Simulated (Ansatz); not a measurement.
**Question.** Name a neutral molecule of Al, Br, C, N and H with HOMO energy (B3LYP/def2-TZVPP) between -7.55 and -7.25 eV and ideal-gas entropy at 298 K and 1 bar (rigid rotor, harmonic PBE0-D4/def2-TZVP) between 341 and 357 J/(mol·K) (Ansatz, PBE0-D4/def2-TZVP geometry).

**Answer.** `[CH3][Al]([NH2])[Br]` (-7.36 eV, 356 J/(mol·K)). Other molecules can fit too; these were computed, each in one conformer that needn't be the lowest.

B3LYP here is the variant with VWN-RPA as its local correlation; programs differ in this.
